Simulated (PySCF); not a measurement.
C₅H₃F₂N.
Geometry (PBE0-D3(BJ)/def2-SVP, Å), atoms numbered from 1 in this order:
```xyz
11
C5H3F2N angstrom
C      2.1910    0.1223   -0.4526
C      1.0384    0.4213    0.1472
F      0.9628    1.3484    1.0994
C     -0.2464   -0.2031   -0.1464
F     -0.2015   -1.1241   -1.0910
C     -1.4005    0.1056    0.4735
C     -2.6337   -0.5205    0.1634
N     -3.6532   -1.0212   -0.0733
H      2.2149   -0.6412   -1.2287
H      3.1087    0.6387   -0.1698
H     -1.3813    0.8736    1.2487
```

Computed with PBE0-D3(BJ)/def2-SVP geometry optimisation, gas phase in PySCF.

Masses are those of the commonest isotopes; rigid-rotor values at the optimised geometry. The values belong to one conformer with, in the numbering `[CH2:1]=[C:2]([F:3])/[C:4]([F:5])=[CH:6]/[C:7]#[N:8]`, C1–C2–C4–F5 0°.

Task: What are A, B and C (MHz)?

Result: Ia = 103.74, Ib = 413.12, Ic = 516.86 u·Å²; 505379 MHz·u·Å²/I gives A = 4872, B = 1223, C = 977.8 MHz.

Task: What kind of rotor is it?

Result: An asymmetric top: κ = (2 × 1223 − 4872 − 977.8)/(4872 − 977.8) = -0.87.

Task: Is it planar, by Δ = Ic − Ia − Ib?

Result: Planar: Δ = Ic − Ia − Ib = 0.00 u·Å². For a rigid frame Δ = −2 Σ m c², so it vanishes when all atoms lie in the ab plane; here none is more than 0.01 Å from it.

Task: Where do the levels up to J = 5 lie, in MHz?

Result: Above 0(0,0):
J = 1: 1(0,1) 2201, 1(1,1) 5849, 1(1,0) 6095
J = 2: 2(0,2) 6591, 2(1,2) 10006, 2(1,1) 10743, 2(2,1) 21688, 2(2,0) 21699
J = 3: 3(0,3) 13147, 3(1,3) 16234, 3(1,2) 17707, 3(2,2) 28291, 3(2,1) 28351, 3(3,1) 47153, 3(3,0) 47154
J = 4: 4(0,4) 21833, 4(1,4) 24524, 4(1,3) 26977, 4(2,3) 37086, 4(2,2) 37264, 4(3,2) 55981, 4(3,1) 55983, 4(4,1) 82357, 4(4,0) 82357
J = 5: 5(0,5) 32608, 5(1,5) 34867, 5(1,4) 38540, 5(2,4) 48065, 5(2,3) 48474, 5(3,3) 67024, 5(3,2) 67034, 5(4,2) 93389, 5(4,1) 93389, 5(5,1) 127304, 5(5,0) 127304

Task: Predict some low-J microwave lines.

Result: The dipole components are |μa| = 4.39 D, |μb| = 0.13 D, |μc| = 0.00 D; the mirror of this Cs structure is the ab plane, so μc vanishes by symmetry (the 0.01 D computed is a residue) and there are no c-type lines. The squared components, which scale the intensities, stand as 1.00 : 0.00 (a : b). Some lines, for components of 0.1 D or more:

```
type  branch         J(Ka,Kc)    MHz  lower level (cm⁻¹)
   a       Q  2(1,1) ← 2(1,2)    737               0.334
   b       R  2(0,2) ← 1(1,1)    742               0.195
   b       R  3(0,3) ← 2(1,2)   3141               0.334
   b       Q  3(1,2) ← 3(0,3)   4560               0.439
   b       Q  5(1,4) ← 5(0,5)   5933               1.088
   a       R  3(0,3) ← 2(0,2)   6556               0.220
   a       R  3(2,2) ← 2(2,1)   6603               0.723
   a       R  3(1,2) ← 2(1,1)   6964               0.358
   b       R  2(1,2) ← 1(0,1)   7805               0.073
   a       R  4(1,4) ← 3(1,3)   8291               0.542
   a       R  4(2,3) ← 3(2,2)   8795               0.944
   a       R  4(1,3) ← 3(1,2)   9270               0.591
   b       Q  5(2,3) ← 5(1,4)   9934               1.286
   a       R  5(1,5) ← 4(1,4)  10343               0.818
   a       R  5(2,4) ← 4(2,3)  10979               1.237
   a       R  5(3,3) ← 4(3,2)  11043               1.867
   b       Q  2(2,1) ← 2(1,2)  11681               0.334
   b       R  5(1,5) ← 4(0,4)  13034               0.728
   b       Q  3(3,1) ← 3(2,2)  18862               0.944
   b       Q  4(3,2) ← 4(2,3)  18895               1.237
   b       R  5(2,3) ← 4(1,4)  23950               0.818
   b       Q  5(4,2) ← 5(3,3)  26366               2.236
   b       Q  4(4,0) ← 4(3,1)  26374               1.867
   b       Q  4(4,1) ← 4(3,2)  26376               1.867
   b       Q  5(5,0) ← 5(4,1)  33915               3.115
   b       R  5(4,2) ← 4(3,1)  37406               1.867
```

Task: Estimate the classical rotational partition function at 10 K, 25 K and 200 K.

Result: Point group Cs, symmetry number σ = 1; q = (√π/σ)·√((kT/h)³/(ABC)), k/h = 20836.6 MHz/K: 2210 at 10 K, 8730 at 25 K, 198000 at 200 K.

Not checked by PBE0-D3(BJ)/def2-SVP frequencies. Constants of a rigid frame at the computed geometry: no zero-point averaging, no centrifugal distortion. Quadrupole hyperfine structure (14N) is left out.

On one thread of an Arm Neoverse V1, shared host with 32 logical CPUs at a one-minute load of 15, this took 45 s wall and 0.66 GiB of memory at its peak. These figures are those of the optimisation.
